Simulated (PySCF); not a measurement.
**`[C@H]1(C#N)CC[C@@H]1[SiH2]O`, C₅H₉NOSi**

Molfile (atoms numbered from 1):
```
C5H9NOSi
     RDKit          3D

 17 17  0  0  0  0  0  0  0  0999 V2000
   -0.5472    3.2542    1.1346 N   0  0  0  0  0  0  0  0  0  0  0  0
   -0.6206    2.1422    0.8707 C   0  0  0  0  0  0  0  0  0  0  0  0
   -0.6893    0.7653    0.4934 C   0  0  1  0  0  0  0  0  0  0  0  0
   -1.6353    0.4258   -0.6773 C   0  0  0  0  0  0  0  0  0  0  0  0
   -0.5028   -0.3602   -1.3472 C   0  0  0  0  0  0  0  0  0  0  0  0
    0.5050    0.2492   -0.3534 C   0  0  2  0  0  0  0  0  0  0  0  0
    1.7349   -0.8995    0.5154 Si  0  0  0  0  0  4  0  0  0  0  0  0
    0.7638   -1.9720    1.2598 O   0  0  0  0  0  0  0  0  0  0  0  0
   -0.8748    0.1501    1.3760 H   0  0  0  0  0  0  0  0  0  0  0  0
   -1.9301    1.3116   -1.2385 H   0  0  0  0  0  0  0  0  0  0  0  0
   -2.5255   -0.1389   -0.4071 H   0  0  0  0  0  0  0  0  0  0  0  0
   -0.6146   -1.4355   -1.2242 H   0  0  0  0  0  0  0  0  0  0  0  0
   -0.3257   -0.1409   -2.3983 H   0  0  0  0  0  0  0  0  0  0  0  0
    1.0311    1.0914   -0.8067 H   0  0  0  0  0  0  0  0  0  0  0  0
    2.5292   -0.1620    1.4971 H   0  0  0  0  0  0  0  0  0  0  0  0
    2.5877   -1.5660   -0.4694 H   0  0  0  0  0  0  0  0  0  0  0  0
    1.1073   -2.7028    1.7651 H   0  0  0  0  0  0  0  0  0  0  0  0
  1  2  3  0
  2  3  1  0
  3  4  1  0
  4  5  1  0
  5  6  1  0
  6  7  1  0
  7  8  1  0
  6  3  1  0
  3  9  1  1
  4 10  1  0
  4 11  1  0
  5 12  1  0
  5 13  1  0
  6 14  1  6
  7 15  1  0
  7 16  1  0
  8 17  1  0
M  END
```

Computed with TDDFT B3LYP/def2-SVPD circular dichroism and optical rotation, one conformer, gas phase (PySCF 2.14.0). Geometry: GFN2-xTB.

The molecule is flexible and this is one conformer; a measurement averages over conformers.

Task: Draw the ECD and absorption spectra from the lowest 12 states, each a Gaussian of half-width 0.2 eV at 1/e height.

Result: 
```csv
E (eV),λ (nm),Δε (L mol⁻¹ cm⁻¹),ε (L mol⁻¹ cm⁻¹)
6.25,198,+0.03,2.98
6.40,194,+0.79,72.1
6.55,189,+6.21,567
6.70,185,+15.76,1450
6.85,181,+12.13,1210
7.00,177,+0.68,432
7.15,173,+3.24,959
7.30,170,+19.65,3360
7.45,166,+12.81,4840
7.60,163,-15.40,4380
7.75,160,-19.96,6890
7.90,157,-13.45,9160
```
Δε uses R in velocity form, ε uses f in length form. Only the states computed contribute, so the short-wavelength end is incomplete.
